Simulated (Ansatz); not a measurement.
Consider the ligand exchange at the Si–O bond: `O[SiH](O)C[SiH](O)F` + H–F → `O[SiH](O)C[SiH](F)F` + H₂O.

Gas-phase electronic energies from Ansatz, PBE0-D4/def2-TZVP geometries. CCSD(T)/CBS is the MP2 limit (def2-TZVPP, def2-QZVPP) plus CCSD(T) − MP2 in def2-TZVPP, frozen cores. This one scheme is used for every species. Functionals use def2-TZVPP. One conformer a species, not always the lowest.

`O[SiH](O)C[SiH](O)F`:

```xyz
14

O    -0.266    0.533    2.180
Si   -0.545   -0.658    1.093
O    -1.844   -0.326    0.111
C     0.858   -0.830   -0.112
Si    0.975    0.664   -1.208
O    -0.374    0.841   -2.096
F     1.148    1.909   -0.195
H     0.126    1.340    1.837
H    -0.831   -1.859    1.909
H    -2.696   -0.205    0.534
H     0.705   -1.717   -0.735
H     1.792   -0.966    0.444
H     2.131    0.709   -2.124
H    -1.179    0.563   -1.637
```

H–F:

Z-matrix (Å, degrees):
```
F
H 1 0.920
```

`O[SiH](O)C[SiH](F)F`:

Cartesian coordinates in Å:
```
O -0.964 1.977 -0.090
Si 0.043 1.124 0.878
O -0.700 0.280 2.068
C 1.045 -0.067 -0.180
Si 0.022 -1.319 -1.040
F -1.062 -0.564 -1.940
F -0.818 -2.130 0.052
H -1.429 1.517 -0.792
H 0.884 2.124 1.562
H -1.105 -0.563 1.851
H 1.773 -0.581 0.457
H 1.605 0.507 -0.927
H 0.705 -2.304 -1.899
```

H₂O:

```xyz
3

O    -0.317    0.116    0.194
H     0.600    0.213    0.461
H    -0.283   -0.330   -0.655
```

```json
{"level": "r2SCAN-D4", "ΔE (kJ/mol)": "-26.1"}
{"level": "PBE0-D4", "ΔE (kJ/mol)": "-22.3"}
{"level": "ωB97M-V", "ΔE (kJ/mol)": "-24.3"}
{"level": "B2PLYP", "ΔE (kJ/mol)": "-27.2"}
```

Task: What does CCSD(T)/CBS give? (Best estimate.)

Result: Computed: -24.9 kJ/mol. The listed levels differ from it by -1.2, 2.6, 0.6, -2.3 kJ/mol.

Largest T1 diagnostic among the species: 0.012.

The D4 term adds +4.7 kJ/mol with B3LYP and +2.5 kJ/mol with PBE0; it sums over pairs of atoms, weighted by their polarisabilities, and B3LYP, whose exchange is more repulsive, gets the larger term. In def2-TZVPP, CCSD(T) changes the Hartree–Fock value by +12.3 kJ/mol (the triples alone add +2.0 kJ/mol) and MP2 by +14.2 kJ/mol.

B3LYP here is the variant with VWN-RPA as its local correlation; programs differ in this.
